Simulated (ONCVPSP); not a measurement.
Ag: one change to an ONCV potential, before and after

* Element: Ag (Z = 47)
* Generator: ONCVPSP 4.0.1
* Type: optimised norm-conserving Vanderbilt (ONCV)
* Functional: PBEsol
* Relativity: scalar-relativistic
* Frozen core: [Ar] 3d10
* Valence charge: 19
* Reference configuration: 4s2 4p6 4d8 (charge +3)
* Partial waves: 4s: rc 1.30 bohr, ncon 3, nbas 8, qcut 10.2 1/bohr, 2 projectors, debl 1.9 Ha; 4p: rc 1.35 bohr, ncon 4, nbas 8, qcut 12.8 1/bohr, 3 projectors, debl 1.3 Ha; 4d: rc 1.10 bohr, ncon 3, nbas 7, qcut 9.7 1/bohr, 2 projectors, debl 0.6 Ha
* Local potential: polynomial inside 0.90 bohr (lpopt 5, dvloc0 0 Ha)
* Core correction: none

In the s channel the program set the typed energies aside and used -4.909, 0.250 Ha. In the p channel the program set the typed energies aside and used -3.556, 0.250, 1.550 Ha. In the d channel the program set the typed energies aside and used -1.607, 0.250 Ha.

Change: p: rc 1.2.

Cutoffs: the cutoffs (Ha) at which the residual kinetic energy of the hardest occupied pseudo-wave falls to 1 and 0.1 mHa per electron; they do not see the model core or the augmentation charge, which bear on the density cutoff. Errors are all-electron minus pseudo energies relative to the spin-unpolarised reference configuration.

Task: What does the change do?

Result: The potential gets harder (45 Ha and 54 Ha → 51 Ha and 61 Ha); the errors of the 4 common tests hardly move; neither file shows a bound ghost. A smaller radius makes the pseudo-wave follow the all-electron one further in, where it bends more sharply, so more plane waves are needed.

```csv
quantity,base,changed
"cutoff, loose",45 Ha,51 Ha
"cutoff, tight",54 Ha,61 Ha
loose cutoff by channel,"s 36 Ha, p 45 Ha, d 36 Ha","s 36 Ha, p 51 Ha, d 36 Ha"
bound ghosts,none,none
GHOST(+) flags under 300 eV,s at 152.8 eV,s at 152.8 eV
"error for 4s2 4p6 4d10 5s1, meV [ΔE -66.04 eV]",+8.8,+8.5
"error for 4s2 4p6 4d10, meV [ΔE -58.30 eV]",+7.5,+7.2
"error for 4s2 4p6 4d9, meV [ΔE -36.18 eV]",+5.2,+5.0
"error for 4s1 4p6 4d10 5s1, meV [ΔE 35.93 eV]",-64,-64
s: phases at 1.32 bohr within 0.05 rad from the reference energy up to (Ha; the scan ends near 5),to the end of the scan,to the end of the scan
d: phases at 1.12 bohr within 0.05 rad from the reference energy up to (Ha; the scan ends near 5),to the end of the scan,to the end of the scan
```
